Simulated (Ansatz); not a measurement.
`BO[SiH2]B`, 10 atoms. Charge 0, multiplicity 1. All runs use 2 threads of an Arm Neoverse V2 on a shared host. Correlated methods freeze the cores.

Question: Give the basis size and wall time and peak host memory of each of these runs in Ansatz. RKS r2SCANh-D4/def2-TZVPP energy; RHF-CCSD(T)/def2-SVP energy; RKS ωB97M-V/def2-QZVPP energy; RKS PBE0-D4/def2-SVP energy; RKS B2PLYP (frozen core)/def2-TZVPP energy; RKS ωB97M-V/def2-SVP energy; RHF-CCSD(T)/def2-TZVPP energy; RKS CAM-B3LYP-D4/def2-TZVPP energy; RHF-MP2/def2-QZVPP energy; RKS PBE0-D4/def2-TZVP frequencies; RKS BLYP-D4/def2-TZVPP energy; RKS PBE0-D4/def2-TZVP relaxation (9 steps). (An estimate is asked.)

Answer: Ansatz gave: Other jobs shared the machine, so times are rough.

| level | job | functions | wall time | peak host memory (GiB) |
| --- | --- | --- | --- | --- |
| RKS PBE0-D4/def2-SVP | energy | 90 | 1.2 s | 0.39 |
| RKS BLYP-D4/def2-TZVPP | energy | 219 | 2.7 s | 0.25 |
| RHF-CCSD(T)/def2-SVP | energy | 90 | 3.1 s | 0.39 |
| RKS CAM-B3LYP-D4/def2-TZVPP | energy | 219 | 3.7 s | 0.48 |
| RKS ωB97M-V/def2-SVP | energy | 90 | 4.8 s | 0.39 |
| RKS r2SCANh-D4/def2-TZVPP | energy | 219 | 5.5 s | 0.44 |
| RKS B2PLYP (frozen core)/def2-TZVPP | energy | 219 | 6.5 s | 0.48 |
| RHF-MP2/def2-QZVPP | energy | 421 | 24 s | 2 |
| RKS ωB97M-V/def2-QZVPP | energy | 421 | 25 s | 1.3 |
| RKS PBE0-D4/def2-TZVP | relaxation (9 steps) | 166 | 32 s | 0.35 |
| RHF-CCSD(T)/def2-TZVPP | energy | 219 | 84 s | 3.3 |
| RKS PBE0-D4/def2-TZVP | frequencies | 166 | 2.2 min | 0.39 |
